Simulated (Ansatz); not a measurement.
The free V atom, lowest solution found in each spin (singlets restricted, other states unrestricted); no spin–orbit coupling, and no relativity up to Kr.

```csv
level,energy of multiplicity 6 less that of multiplicity 4 (kcal/mol),cost
B97M-V/def2-TZVPP,-14.92,×9
B3LYP/def2-TZVPP,-4.54,×7
PBE0/def2-SVP,-0.83,×1
BHLYP/def2-TZVPP,4.99,×2
CAM-B3LYP/def2-TZVPP,-2.74,×5
wB97X-V/def2-TZVPP,-2.89,×10
wB97M-V/def2-TZVPP,-0.97,×10
B2PLYP/def2-TZVPP,-0.96,×3
CCSD/def2-TZVPP,3.04,-
CCSD/def2-QZVPP,2.78,-
CCSD(T)/def2-TZVPP,3.76,×10
CCSD(T)/def2-QZVPP,3.28,×20
"CCSD(T)/CBS(def2-TZVPP, def2-QZVPP)",2.71,×30
```

The rows run from -14.92 (B97M-V/def2-TZVPP) to 4.99 kcal/mol (BHLYP/def2-TZVPP). From def2-TZVPP to def2-QZVPP CCSD(T) changes by -0.48. The 7 functionals in def2-TZVPP without D3 or D4 span 19.91, from B97M-V to BHLYP.

Correlated levels freeze the inner cores; with def2 sets outer-core shells near the valence are correlated too. CBS(a, b) extrapolates the correlation energy as X⁻³ and adds the Hartree–Fock energy of set b.

Doubts at one or more of the structures used: a spin-contaminated determinant (B97M-V/def2-TZVPP, B3LYP/def2-TZVPP, CAM-B3LYP/def2-TZVPP, wB97X-V/def2-TZVPP).

Run with Ansatz (a first-principles code). Each number belongs to the level named beside it.

Costs are rough ratios of core time to PBE0/def2-SVP (about 13 s over the structures, on one shared machine); a dash marks a level with no comparable run of its own.
